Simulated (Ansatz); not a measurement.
`BOC[SiH2]C` → `BOC` + `C[SiH]` at 298.15 K and 1 bar (silylene formation by 1,1-elimination).

Isolated molecules relaxed with PBE0-D4/def2-TZVP in Ansatz; ΔE leaves out vibrations. CBS: MP2 limit from def2 TZ/QZ plus the TZ coupled-cluster correction, frozen cores. This one scheme is used for every species. Each species was taken in one conformer, which may not be the lowest.

```csv
species,CCSD(T)/CBS energy (Eh),H − E (kJ/mol),S (J/(mol·K))
`BOC[SiH2]C`,-470.59670,305.7,361.0
`BOC`,-141.04597,181.1,267.5
`C[SiH]`,-329.46712,122.3,261.2
```

H − E and S are ideal-gas, rigid-rotor, harmonic terms from PBE0-D4/def2-TZVP, for one conformer and one mirror image of each species. 1 Eh = 2625.50 kJ/mol, R = 8.31446 J/(mol·K).

Problem. By hand: ΔE, ΔH, ΔS and ΔG.

Solution. ΔE = (-141.04597) + (-329.46712) − (-470.59670) = 0.08361 Eh = 219.5 kJ/mol. Δ(H − E) = 181.1 + 122.3 − 305.7 = -2.3, so ΔH = 217.2 kJ/mol. ΔS = 267.5 + 261.2 − 361.0 = 167.7 J/(mol·K). ΔG = 217.2 − 298.15 × (167.7)/1000 = 167.2 kJ/mol.

Problem. By hand: the equilibrium constant, and the temperature at which ΔG would vanish if ΔH and ΔS stayed fixed.

Solution. log₁₀ K = −ΔG/(RT ln 10) = -29.3. ΔG = 0 at ΔH/ΔS = 1295 K.

The number of gas molecules changes by +1, which sets the sign of ΔS. A doubt of 5 kJ/mol in ΔE shifts log₁₀ K by 0.9 here. Other conformers and mirror images would add mixing entropy, several J/(mol·K) or more a flexible species. These are equilibria of isolated gas molecules and say nothing of rates. Largest T1 diagnostic: 0.014 (customary marks: 0.02 for closed shells, 0.045 for open ones).
